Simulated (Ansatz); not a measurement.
Mulliken charges of CH₅BSSi (`CB1[SiH2]S1`) from PBE/def2-TZVPP in Ansatz (PBE0-D4/def2-TZVP geometry).

```csv
atom,x (Å),y (Å),z (Å),charge (e)
C1,-0.055,1.360,-0.880,-0.298
B2,-0.016,-0.060,-0.270,0.172
Si3,0.100,-1.303,1.218,0.038
S4,-0.074,-1.720,-0.902,-0.158
H5,0.866,1.896,-0.623,0.113
H6,-0.867,1.941,-0.430,0.113
H7,-0.173,1.372,-1.965,0.105
H8,-1.064,-1.761,2.016,-0.043
H9,1.372,-1.771,1.819,-0.043
```

**Question.** By hand: the dipole of these point charges (1 e Å = 4.8032 D).

**Answer.** Σ q r = (-0.002, 0.536, -0.086) e Å, of length 0.543 e Å = 2.61 D.

**Question.** How does the dipole of the full density compare? (Estimate.)

**Answer.** Computed: (0.010, 0.212, 0.086) e Å, 1.10 D; the point charges give 2.37 times that, at 31° from its direction.

Point charges leave out the atoms' own dipoles, such as those of lone pairs, and Mulliken's split depends on the basis, so the two needn't agree.
